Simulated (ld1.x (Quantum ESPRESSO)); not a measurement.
## Configuration tests for carbon (C) (TM semilocal)

ld1.x (Quantum ESPRESSO) 7.5 input, shortened:

```
&input
   title='C', zed=6., rel=1, dft='PBESOL', iswitch=3,
   config='[He] 2s1.5 2p2.5'
 /
 &inputp
   pseudotype=1, tm=.true., lloc=0,
   nlcc=.true., new_core_ps=.true., rcore=0.90
 /
2
2P  2  1   2.50   0.00  2.15  2.15  0.0
2S  1  0   1.50   0.00  0.90  0.90  0.0
 &test
   configts(1)='2s1.5 2p2.5'
 /
```

Energies are relative to the spin-unpolarised reference configuration 2s1.5 2p2.5; without spin polarisation the order of configurations can differ from experiment.

| valence configuration | charge | ΔE all-electron (eV) | error AE − PS (meV) |
| --- | --- | --- | --- |
| 2s2 2p0 | +2 | 30.597 | +393 |
| 2s1 2p0 | +3 | 78.561 | +801 |
| 2s0 2p4 | 0 | 12.662 | -8.4 |
| 2s2 2p1.5 | +0.5 | -0.278 | +11 |
| 2s2 2p2.3 | -0.3 | -5.355 | -4.6 |

**Question.** What are ΔE and the potential's error for 2s2 2p2?

**Answer.** ΔE = -4.211 eV all-electron; the error (AE − PS) is -1.0 meV.

**Question.** What are ΔE and the potential's error for 2s2 2p1?

**Answer.** ΔE = 6.578 eV all-electron; the error (AE − PS) is +50 meV.

Levels in the configuration 2s1 2p0:

| level | all-electron (eV) | pseudo (eV) |
| --- | --- | --- |
| 2s | -55.834 | -55.334 |
